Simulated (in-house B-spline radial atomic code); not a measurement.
# Ionising the platinum ion Pt⁶⁺ with different functionals

Computed with a radial B-spline atomic code at the basis-set limit: four-component Dirac-Coulomb Hamiltonian, Fermi nucleus of rms radius 5.427 fm, spin-restricted, spherical fractional occupations for the functionals. The ionisation energy is the difference of two self-consistent energies, [Xe] 4f14 5d4 → [Xe] 4f14 5d3, without Breit or QED terms; ε is the level of the shell that loses the electron (mean over j). The electron is taken from both j subshells in proportion to 2j + 1, so the result is a j average, not the step between ground levels.

Hybrids are left out here: with spherical fractional occupations of an open shell their exact exchange keeps a self-interaction that integer-occupation calculations don't have.

| method | rung | ΔSCF (eV) | -ε(5d) (eV) |
| --- | --- | --- | --- |
| LDA VWN5 | LDA | 91.70 | 83.55 |
| relativistic LDA | LDA | ? | ? |
| LDA PW92 | LDA | 91.69 | 83.54 |
| LDA exchange-only | LDA | 89.92 | 81.79 |
| PBE | GGA | 91.35 | 83.21 |
| PBEsol | GGA | 91.39 | 83.25 |
| BLYP | GGA | 91.21 | 83.07 |
| RPBE | GGA | 91.27 | 83.13 |
| PW91 | GGA | 91.45 | 83.31 |
| BP86 | GGA | 91.45 | 83.31 |
| AM05 | GGA | 91.41 | 83.27 |
| OLYP | GGA | ? | ? |

Task: What does OLYP give?

Result: ΔSCF 91.60 eV, and -ε(5d) = 83.45 eV.

Task: What does relativistic LDA give?

Result: ΔSCF 91.70 eV, and -ε(5d) = 83.56 eV.

Task: How do they compare with the NIST value?

Result: NIST lists 91 eV ± 2 (tabulated theory, ground level to ground level). Errors run from -1.08 to +0.70 eV; all lie within about twice that uncertainty, so the table can't rank the methods.
